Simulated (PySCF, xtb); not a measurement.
Cl2H2OSi, SMILES [SiH](Cl)(Cl)O.

GFN2-xTB in xtb 6.7.1 at its own geometry gives an orbital gap of 6.95 eV and a dipole moment of 1.51 D.

Geometry: PBE0-D3(BJ)/def2-SVP. Other conformers were not sampled.

What does ωB97X/def2-TZVPD run with PySCF give? (An estimate is asked for; the answer gives what the named calculation found.)

gap 13.05 eV (levels -11.69 and 1.36 eV), dipole 0.90 D.
